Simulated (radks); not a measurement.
The helium ion He+, 1 electrons, occupied as 2p1 (not the ground configuration). All-electron calculation, non-relativistic Kohn-Sham, LDA (Slater exchange, Perdew-Wang correlation), spin-polarised, spherical densities, point nucleus; open shells are filled with parallel spins first. Program: a radial shooting solver on a logarithmic mesh with Libxc functionals.

Normalised radial functions P(r) = r R(r), r in bohr:

```
   r/bohr * 2p up (the largest magnitude, 0.62, reaches the edge; | marks zero)
  0.04826 *
   0.0527 *
  0.05801 *
  0.06386 *
  0.06973 *
  0.07676 |*
  0.08449 |*
  0.09226 |*
   0.1016 |*
   0.1118 |*
   0.1221 |*
   0.1344 | *
   0.1479 | *
   0.1615 | *
   0.1778 |  *
   0.1957 |  *
   0.2137 |   *
   0.2352 |   *
    0.259 |    *
   0.2828 |     *
   0.3113 |      *
   0.3426 |       *
   0.3741 |        *
   0.4118 |          *
   0.4533 |            *
    0.495 |              *
   0.5449 |                *
   0.5998 |                  *
    0.655 |                     *
    0.721 |                        *
   0.7936 |                           *
   0.8667 |                              *
    0.954 |                                  *
     1.05 |                                     *
    1.147 |                                         *
    1.262 |                                            *
    1.389 |                                               *
    1.517 |                                                  *
     1.67 |                                                    *
    1.838 |                                                     *
    2.007 |                                                      *
     2.21 |                                                      *
    2.432 |                                                    *
    2.656 |                                                  *
    2.924 |                                              *
    3.218 |                                          *
    3.514 |                                     *
    3.869 |                                *
    4.258 |                          *
     4.65 |                     *
    5.119 |                *
    5.634 |           *
    6.153 |        *
    6.773 |     *
    7.455 |   *
    8.141 | *
    8.961 |*
```

2p up: eigenvalue -9.980 eV, 0 radial nodes, <r> = 2.54 bohr, 90 % of the charge inside 4.06 bohr.
